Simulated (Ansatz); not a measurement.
Geometry optimisation, Ansatz 0.2.0, RKS PBE-D4/def2-SVP.

Input file:

```yaml
crystal:
  periodic: [false, false, false]
  atoms:
    - { symbol: Si, position_ang: [-0.507146, 0.0, -0.431789] }
    - { symbol: H, position_ang: [0.179559, 0.0, 2.154681] }
    - { symbol: H, position_ang: [0.718746, 0.0, 0.431389] }
    - { symbol: H, position_ang: [-0.531643, 1.233874, -1.283957] }
    - { symbol: H, position_ang: [-0.531643, -1.233874, -1.283957] }
    - { symbol: Br, position_ang: [-2.407473, 0.0, 0.843211] }
    - { symbol: H, position_ang: [-0.332901, 0.0, 2.664423] }
basis:
  gaussian: { orbitals: def2-SVP }
hamiltonian:
  xc: pbe
  dispersion: d4
relax:
  f_tol: 0.03
  max_steps: 50
```

Command:

```bash
$ ansatz run input.yaml --threads 1 --pin off --max-ram 2048MiB --backend cpu --events-out ev --progress --plain --runs-dir out
```

Task: Where does it end, and by what steps?

Result: It converged. The force dipped under the threshold on the way, but the program's further checks kept it going. After 12 steps the energy has fallen by 0.286 eV; H2 moved furthest, 1.19 Å.

```
step  energy less start (eV)  largest force component (eV/Å)  accepted
   0                  0.0000                           1.442       yes
   1                 -0.1715                           0.182       yes
   2                 -0.2309                           0.129       yes
   3                 -0.2589                           0.071       yes
   4                 -0.2685                           0.121       yes
   5                 -0.2725                           0.175       yes
   6                 -0.2762                           0.414       yes
   7                 -0.2849                           0.049       yes
   8                 -0.2848                           0.211        no
   9                 -0.2855                           0.029       yes
  10                 -0.2822                           0.310        no
  11                 -0.2856                           0.109       yes
  12                 -0.2859                           0.002       yes
```

```xyz
7
Properties=species:S:1:pos:R:3
Si -0.592 0.000 -0.720
H 0.412 0.000 3.319
H 0.649 0.000 0.123
H -0.641 1.230 -1.577
H -0.641 -1.230 -1.577
Br -2.376 0.000 0.640
H -0.224 0.000 2.885
```

Whether the end is a true minimum wasn't checked by a vibrational analysis.

Run time: 27 s on 1 thread of Arm Neoverse V1 (shared host), peak memory 0.12 GiB.
